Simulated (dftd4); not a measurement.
H3O4P, triplet, at a GFN2-xTB geometry (a higher spin typed on purpose: for a closed-shell molecule this is an excited state); D4 for pbe0 (dftd4 4.2.0).

The dftd4 input:
```
$ dftd4 mol.xyz --func pbe0 --charge 0 --json dftd4.json --noedisp --grad

# file mol.xyz
8

O      0.77918714     0.89800259     1.38981789
P     -0.01342712    -0.03654108     0.29402552
O      1.07614325    -0.55931002    -0.64721325
O     -0.93075699    -1.31479553    -0.92120897
O     -0.86101349     1.15096454    -0.32530846
H      1.63291358     0.52824969     1.60995054
H     -0.53564913    -2.18592303    -0.95431307
H     -1.40433700     0.80689686    -1.03471785
```

It wrote (shortened):

```
                    ____  _____ _____     ____  _  _
      -------------|  _ \|  ___|_   _|---|  _ \| || |------------
     |             | | | | |_    | | ___ | | | | || |_           |
     |             | |_| |  _|   | ||___|| |_| |__   _|          |
     |             |____/|_|     |_|     |____/   |_|            |
     |             ===================================           |
     |            E. Caldeweyher, S. Ehlert & S. Grimme          |
     |          Mulliken Center for Theoretical Chemistry        |
     |                    University of Bonn                     |
      -----------------------------------------------------------

Rational (Becke-Johnson) damping: pbe0-D4-ATM
---------------------
  s6         1.0000
  s8         1.2007
  s9         1.0000
  a1         0.4009
  a2         5.0293
 alp        16.0000
--------------------

Dispersion energy:      -4.7255927867754E-03 Eh

Gradient norm:           2.8108196236146E-04 Eh/a0
--------------------------------------------------
     #    Z           dE/dx      dE/dy      dE/dz
--------------------------------------------------
     1    8 O     6.419E-05  8.964E-05  1.174E-04
     2   15 P    -3.666E-06 -1.539E-05  3.882E-05
     3    8 O     7.490E-05 -4.857E-05 -5.420E-05
     4    8 O    -6.443E-05 -9.330E-05 -7.835E-05
     5    8 O    -5.808E-05  1.060E-04 -1.106E-05
     6    1 H     3.064E-05  1.317E-06  2.953E-05
     7    1 H    -5.046E-06 -4.759E-05 -1.206E-05
     8    1 H    -3.851E-05  7.927E-06 -3.004E-05
--------------------------------------------------

Virial:
--------------------------------------------------
      component           x          y          z
--------------------------------------------------
          x       6.566E-04  5.649E-05  4.004E-04
          y       5.649E-05  8.768E-04  4.579E-04
          z       4.004E-04  4.579E-04  7.096E-04
--------------------------------------------------

[Info] Dispersion results written to 'dftd4.txt'
[Info] JSON dump of results written to 'dftd4.json'
```
